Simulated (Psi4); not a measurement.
Job for Psi4: SAPT0/jun-cc-pV(D+d)Z on C3H8Si (a complex), monomers drawn apart or pushed together.

```
memory 1800 MB

molecule dimer {
0 1
Si   -0.11372650    0.34635933    0.25170493
H     1.22810016    0.62145495    0.80930205
H    -0.01520119    0.24655025   -1.22423471
H    -1.03985490    1.44551966    0.60097186
H    -0.62711920   -0.93334844    0.78729461
--
0 1
C    -0.26775642    0.47577814    6.67987511
C     0.23742889   -0.72229519    6.69455147
C     0.74247394   -1.91961127    6.69630320
H     0.35883371    1.34872388    6.53778946
H    -1.33125997    0.64046506    6.80830371
H     0.83409966   -2.48895204    5.77843464
H     1.08677242   -2.38572307    7.61212706
units angstrom
symmetry c1
no_reorient
no_com
}

set {
  basis jun-cc-pV(D+d)Z
  scf_type df
  freeze_core true
}

energy('sapt0')
```

Output:

```
[...]
==> Input File <==

--------------------------------------------------------------------------
memory 1800 MB

molecule dimer {
0 1
Si   -0.11372650    0.34635933    0.25170493
H     1.22810016    0.62145495    0.80930205
H    -0.01520119    0.24655025   -1.22423471
H    -1.03985490    1.44551966    0.60097186
H    -0.62711920   -0.93334844    0.78729461
--
0 1
C    -0.26775642    0.47577814    6.67987511
C     0.23742889   -0.72229519    6.69455147
C     0.74247394   -1.91961127    6.69630320
H     0.35883371    1.34872388    6.53778946
H    -1.33125997    0.64046506    6.80830371
H     0.83409966   -2.48895204    5.77843464
H     1.08677242   -2.38572307    7.61212706
units angstrom
symmetry c1
no_reorient
no_com
}

set {
  basis jun-cc-pV(D+d)Z
  scf_type df
  freeze_core true
}

energy('sapt0')
--------------------------------------------------------------------------


   => Loading Basis Set <=

    Name: JUN-CC-PV(D+D)Z
    Role: ORBITAL
    Keyword: BASIS
    atoms 1         entry SI         line   566 file jun-cc-pv_dpd_z.gbs
    atoms 2-5, 9-12 entry H          line    60 file jun-cc-pv_dpd_z.gbs
    atoms 6-8       entry C          line   188 file jun-cc-pv_dpd_z.gbs

   => Loading Basis Set <=

    Name: JUN-CC-PV(D+D)Z
    Role: ORBITAL
    Keyword: BASIS
    atoms 1         entry SI         line   566 file jun-cc-pv_dpd_z.gbs
    atoms 2-5, 9-12 entry H          line    60 file jun-cc-pv_dpd_z.gbs
    atoms 6-8       entry C          line   188 file jun-cc-pv_dpd_z.gbs


  //>>>>>>>>>>>>>>>>>>>>>>>>>>>>>>>>>>>//
  //              Dimer HF             //
  //<<<<<<<<<<<<<<<<<<<<<<<<<<<<<<<<<<<//

   => Libint2 <=

    Primary   basis highest AM E, G, H:  7, 6, 3
    Auxiliary basis highest AM E, G, H:  7, 7, 4
    Onebody   basis highest AM E, G, H:  -, -, -
    Solid Harmonics ordering:            Gaussian


   => Loading Basis Set <=

    Name: JUN-CC-PV(D+D)Z
    Role: ORBITAL
    Keyword: BASIS
    atoms 1         entry SI         line   566 file jun-cc-pv_dpd_z.gbs
    atoms 2-5, 9-12 entry H          line    60 file jun-cc-pv_dpd_z.gbs
    atoms 6-8       entry C          line   188 file jun-cc-pv_dpd_z.gbs


         ---------------------------------------------------------
                                   SCF
               by Justin Turney, Rob Parrish, Andy Simmonett
                          and Daniel G. A. Smith
                              RHF Reference
                        1 Threads,   1716 MiB Core
         ---------------------------------------------------------

  ==> Geometry <==

    Molecular point group: c1
    Full point group: C1

    Geometry (in Angstrom), charge = 0, multiplicity = 1:

       Center              X                  Y                   Z               Mass
    ------------   -----------------  -----------------  -----------------  -----------------
         SI          -0.113726500000     0.346359330000     0.251704930000    27.976926534650
         H            1.228100160000     0.621454950000     0.809302050000     1.007825032230
         H           -0.015201190000     0.246550250000    -1.224234710000     1.007825032230
         H           -1.039854900000     1.445519660000     0.600971860000     1.007825032230
         H           -0.627119200000    -0.933348440000     0.787294610000     1.007825032230
         C           -0.267756420000     0.475778140000     6.679875110000    12.000000000000
         C            0.237428890000    -0.722295190000     6.694551470000    12.000000000000
         C            0.742473940000    -1.919611270000     6.696303200000    12.000000000000
         H            0.358833710000     1.348723880000     6.537789460000     1.007825032230
         H           -1.331259970000     0.640465060000     6.808303710000     1.007825032230
         H            0.834099660000    -2.488952040000     5.778434640000     1.007825032230
         H            1.086772420000    -2.385723070000     7.612127060000     1.007825032230

  Running in c1 symmetry.

  Rotational constants: A =      0.25429  B =      0.00923  C =      0.00895 [cm^-1]
  Rotational constants: A =   7623.44281  B =    276.75721  C =    268.39891 [MHz]
  Nuclear repulsion =  112.280574363647787

  Charge       = 0
  Multiplicity = 1
  Electrons    = 40
  Nalpha       = 20
  Nbeta        = 20

  ==> Algorithm <==

  SCF Algorithm Type is DF.
  DIIS enabled.
  MOM disabled.
  Fractional occupation disabled.
  Guess Type is SAD.
  Energy threshold   = 1.00e-08
  Density threshold  = 1.00e-08
  Integral threshold = 1.00e-12

  ==> Primary Basis <==

  Basis Set: JUN-CC-PV(D+D)Z
    Blend: JUN-CC-PV(D+D)Z
    Number of shells: 59
    Number of basis functions: 121
    Number of Cartesian functions: 126
    Spherical Harmonics?: true
    Max angular momentum: 2

   => Loading Basis Set <=

    Name: (JUN-CC-PV(D+D)Z AUX)
    Role: JKFIT
    Keyword: DF_BASIS_SCF
    atoms 1         entry SI         line   506 file jun-cc-pvdz-jkfit.gbs
    atoms 2-5, 9
[...]
104A      2.828071
     105A      2.836044   106A      2.836525   107A      2.849444
     108A      3.006274   109A      3.127190   110A      3.158788
     111A      3.159923   112A      4.628397   113A      6.644659
     114A      6.644824   115A      6.715201   116A      6.715622
     117A      6.715742   118A     14.141889   119A     14.142361
     120A     14.144893   121A    103.593785

    Final Occupation by Irrep:
              A
    DOCC [    11 ]
    NA   [    11 ]
    NB   [    11 ]

  @DF-RHF Final Energy:  -115.87487574074690

   => Energetics <=

    Nuclear Repulsion Energy =             59.4234127634586358
    One-Electron Energy =                -272.3465623468521812
    Two-Electron Energy =                  97.0482738426466511
    Total Energy =                       -115.8748757407469014

Computation Completed


Properties will be evaluated at   0.000000,   0.000000,   0.000000 [a0]

Properties computed using the SCF density matrix


 Multipole Moments:

 ------------------------------------------------------------------------------------
     Multipole            Electronic (a.u.)      Nuclear  (a.u.)        Total (a.u.)
 ------------------------------------------------------------------------------------

 L = 1.  Multiply by 2.5417464519 to convert [e a0] to [Debye]
 Dipole X            :         -9.8666080            9.8668729            0.0002650
 Dipole Y            :         30.0124566          -30.0131143           -0.0006576
 Dipole Z            :       -278.0990183          278.0940497           -0.0049686
 Magnitude           :                                                    0.0050189

 ------------------------------------------------------------------------------------

  Constructing Basis Sets for SAPT...

   => Loading Basis Set <=

    Name: (JUN-CC-PV(D+D)Z AUX)
    Role: RIFIT
    Keyword: DF_BASIS_SAPT
    atoms 1         entry SI         line   376 file jun-cc-pvdz-ri.gbs
    atoms 2-5, 9-12 entry H          line    30 file jun-cc-pvdz-ri.gbs
    atoms 6-8       entry C          line   100 file jun-cc-pvdz-ri.gbs

   => Loading Basis Set <=

    Name: (JUN-CC-PV(D+D)Z AUX)
    Role: JKFIT
    Keyword: DF_BASIS_ELST
    atoms 1         entry SI         line   506 file jun-cc-pvdz-jkfit.gbs
    atoms 2-5, 9-12 entry H          line    70 file jun-cc-pvdz-jkfit.gbs
    atoms 6-8       entry C          line   146 file jun-cc-pvdz-jkfit.gbs


  //>>>>>>>>>>>>>>>>>>>>>>>>>>>>>>>>>>>//
  //               SAPT0               //
  //<<<<<<<<<<<<<<<<<<<<<<<<<<<<<<<<<<<//



        SAPT0
    Ed Hohenstein
     6 June 2009

      Orbital Information
  --------------------------
    NSO        =       121
    NMO        =       121
    NRI        =       392
    NRI (Elst) =       542
    NOCC A     =         9
    NOCC B     =        11
    FOCC A     =         5
    FOCC B     =         3
    NVIR A     =       112
    NVIR B     =       110

    Elst10,r            =    -0.000034795428 [Eh]
    Exch10              =     0.000000670004 [Eh]
    Exch10 (S^2)        =     0.000000670003 [Eh]

    Maxiter = 50
    CPHF R converge = 1.000000E-08

    Iter     Energy [mEh]          dE [mEh]         Residual      Time [s]
       1      -0.00059456       0.000594558     1.234461e-04             0
       2      -0.00067739       0.000082829     3.706421e-05             0
       3      -0.00068791       0.000010523     3.579760e-06             0
       4      -0.00068565      -0.000002257     4.902843e-07             0
       5      -0.00068582       0.000000162     8.048296e-08             0
       6      -0.00068580      -0.000000011     1.904740e-08             0
       7      -0.00068580      -0.000000000     2.646743e-09             0

    CHF Iterations converged

    Maxiter = 50
    CPHF R converge = 1.000000E-08

    Iter     Energy [mEh]          dE [mEh]         Residual      Time [s]
       1      -0.00029677       0.000296768     8.849159e-05             0
       2      -0.00033273       0.000035960     4.093924e-05             0
       3      -0.00035258       0.000019857     1.254320e-05             0
       4      -0.00035172      -0.000000861     3.990146e-06             0
       5      -0.00035044      -0.000001282     8.793927e-07             0
       6      -0.00035072       0.000000274     2.378673e-07             0
       7      -0.00035072       0.000000005     6.815846e-08             0
       8      -0.00035071      -0.000000012     1.621589e-08             0
       9      -0.00035071      -0.000000000     4.958204e-09             0

    CHF Iterations converged

    Ind20,r (A<-B)      =    -0.000000685804 [Eh]
    Ind20,r (B<-A)      =    -0.000000350708 [Eh]
    Ind20,r             =    -0.000001036512 [Eh]
    Exch-Ind20,r (A<-B) =     0.000000009489 [Eh]
    Exch-Ind20,r (B<-A) =     0.000000174559 [Eh]
    Exch-Ind20,r        =     0.000000184048 [Eh]
    Disp20              =    -0.000090253970 [Eh]
    Disp20 (SS)         =    -0.000045126985 [Eh]
    Disp20 (OS)         =    -0.000045126985 [Eh]
    Exch-Disp20         =     0.000000107368 [Eh]
    Exch-Disp20 (SS)    =     0.000000075146 [Eh]
    Exch-Disp20 (OS)    =     0.000000032222 [Eh]

    SAPT Results
  --------------------------------------------------------------------------------------------------------
    Electrostatics                 -0.03479543 [mEh]      -0.02183446 [kcal/mol]      -0.09135538 [kJ/mol]
      Elst10,r                     -0.03479543 [mEh]      -0.02183446 [kcal/mol]      -0.09135538 [kJ/mol]

    Exchange                        0.00067000 [mEh]       0.00042043 [kcal/mol]       0.00175910 [kJ/mol]
      Exch10                        0.00067000 [mEh]       0.00042043 [kcal/mol]       0.00175910 [kJ/mol]
      Exch10(S^2)                   0.00067000 [mEh]       0.00042043 [kcal/mol]       0.00175909 [kJ/mol]

    Induction                      -0.00092806 [mEh]      -0.00058237 [kcal/mol]      -0.00243662 [kJ/mol]
      Ind20,r                      -0.00103651 [mEh]      -0.00065042 [kcal/mol]      -0.00272136 [kJ/mol]
      Exch-Ind20,r                  0.00018405 [mEh]       0.00011549 [kcal/mol]       0.00048322 [kJ/mol]
      delta HF,r (2)               -0.00007560 [mEh]      -0.00004744 [kcal/mol]      -0.00019848 [kJ/mol]

    Dispersion                     -0.09014660 [mEh]      -0.05656785 [kcal/mol]      -0.23667987 [kJ/mol]
      Disp20                       -0.09025397 [mEh]      -0.05663522 [kcal/mol]      -0.23696177 [kJ/mol]
      Exch-Disp20                   0.00010737 [mEh]       0.00006737 [kcal/mol]       0.00028189 [kJ/mol]
      Disp20 (SS)                  -0.04512699 [mEh]      -0.02831761 [kcal/mol]      -0.11848088 [kJ/mol]
      Disp20 (OS)                  -0.04512699 [mEh]      -0.02831761 [kcal/mol]      -0.11848088 [kJ/mol]
      Exch-Disp20 (SS)              0.00007515 [mEh]       0.00004715 [kcal/mol]       0.00019730 [kJ/mol]
      Exch-Disp20 (OS)              0.00003222 [mEh]       0.00002022 [kcal/mol]       0.00008460 [kJ/mol]

  Total HF                         -0.03505348 [mEh]      -0.02199639 [kcal/mol]      -0.09203291 [kJ/mol]
  Total SAPT0                      -0.12520009 [mEh]      -0.07856424 [kcal/mol]      -0.32871278 [kJ/mol]

  Special recipe for scaled SAPT0 (see Manual):
    Electrostatics sSAPT0          -0.03479543 [mEh]      -0.02183446 [kcal/mol]      -0.09135538 [kJ/mol]
    Exchange sSAPT0                 0.00067000 [mEh]       0.00042043 [kcal/mol]       0.00175910 [kJ/mol]
    Induction sSAPT0               -0.00092806 [mEh]      -0.00058237 [kcal/mol]      -0.00243662 [kJ/mol]
    Dispersion sSAPT0              -0.09014660 [mEh]      -0.05656785 [kcal/mol]      -0.23667987 [kJ/mol]
  Total sSAPT0                     -0.12520009 [mEh]      -0.07856424 [kcal/mol]      -0.32871278 [kJ/mol]
  --------------------------------------------------------------------------------------------------------



*** Psi4 exiting successfully. Buy a developer a beer!
```

The run finished.

Cost: around 6 core-seconds (rough).
